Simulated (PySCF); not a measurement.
## C₆ coefficients of unlike pairs at PBE

Calculated with PySCF 2.14 from the dipole response of each species, C₆(A,B) = (3/π) ∫ α_A(iu) α_B(iu) du, in atomic units, from isotropic polarisabilities. For ions this is the dispersion term alone; charge-induced terms of lower order in 1/R come first.

| species | configuration | basis | relativity | α (bohr³) | C₆ (like pair) |
| --- | --- | --- | --- | --- | --- |
| Be | [He] 2s2 (1S) | dyall-av2z (11s7p2d) | none | 42.96 | 258.0 |
| O+ | [He] 2s2 2p3 (4S) | aug-cc-pVDZ (4s3p2d) | none | 2.628 | 5.228 |
| Cu | [Ar] 3d10 4s1 (2S) | aug-cc-pwCVTZ-DK (10s9p7d4f3g) | spin-free X2C | 40.52 | 242.0 |
| Cr | [Ar] 3d5 4s1 (7S) | aug-cc-pwCVTZ-DK with one added diffuse shell each of s, p, d, f, g type (11s10p8d5f4g) | spin-free X2C | 70.98 | 595.5 |

Task: Estimate C₆ for Cu with Be.

Result: The integral gives 247.4. The combination rule 2 C_A C_B / (C_A α_B/α_A + C_B α_A/α_B) gives 249.8 and the geometric mean 249.8.

No spin-orbit coupling is included.

The other pairs:

```csv
pair,C₆
"Cu, O+",28.77
"Cr, Be",390.0
"Cr, Cu",377.5
"Cr, O+",42.06
"O+, Be",26.73
```
